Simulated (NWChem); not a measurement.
# Atomisation of CF2

```
C
F 1 1.2986
F 1 1.2986 2 104.83
```
Charge 0, spin multiplicity 1.

Program: NWChem. The geometry was optimised at B3LYP/def2-SVP, a minimum by its harmonic frequencies.

Basis set: def2-TZVP. The atomisation energy is electronic alone: no zero-point, thermal, spin-orbit or counterpoise terms. No value is extrapolated to the basis-set limit. Free atoms are single determinants with multiplicities F 2, C 3.

B3LYP has NWChem's definition, with VWN1-RPA local correlation. The structure started from a generated list of species. No SCF solution was tested for a lower state. Open-shell Hartree-Fock references start from PBE0 orbitals.

**Question.** Order these methods by the atomisation energy they give, lowest first: HF, LDA (SVWN5), B3LYP, PBE, M06-2X.

**Answer.** HF (158.2 kcal/mol), B3LYP (255.4 kcal/mol), M06-2X (259.4 kcal/mol), PBE (276.7 kcal/mol), LDA (SVWN5) (324.6 kcal/mol)
